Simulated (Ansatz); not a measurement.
Ansatz (a program for electronic structure) input:

Ansatz 0.2 input:
```yaml
crystal:
  periodic: [false, false, false]
  atoms:
    - {symbol: Si, position_ang: [1.52669226, -0.19172827, 0.29444152]}
    - {symbol: N, position_ang: [0.04890398, -0.13151115, -0.60621345]}
    - {symbol: Si, position_ang: [-1.54010854, 0.29170889, -0.06264558]}
    - {symbol: H, position_ang: [2.59223691, -0.31872344, -0.70082170]}
    - {symbol: H, position_ang: [1.61727675, 1.05418721, 1.05102020]}
    - {symbol: H, position_ang: [1.56101331, -1.33484171, 1.21611380]}
    - {symbol: H, position_ang: [0.06961597, -0.63892794, -1.47593837]}
    - {symbol: H, position_ang: [-2.12197192, -0.75002133, 0.79368986]}
    - {symbol: H, position_ang: [-2.34372018, 0.45076329, -1.27543698]}
    - {symbol: H, position_ang: [-1.41730997, 1.53678373, 0.69085323]}
basis:
  gaussian:
    orbitals: def2-TZVP
hamiltonian:
  xc: b3lyp
  dispersion: d3bj
relax: {f_tol: 0.002, max_steps: 150}
```

Question: What final total energy does it print?

Answer: -638.08737 Eh (B3LYP-D3(BJ)/def2-TZVP). The basis has 147 functions. The run takes about 90 core-seconds (a rough figure).
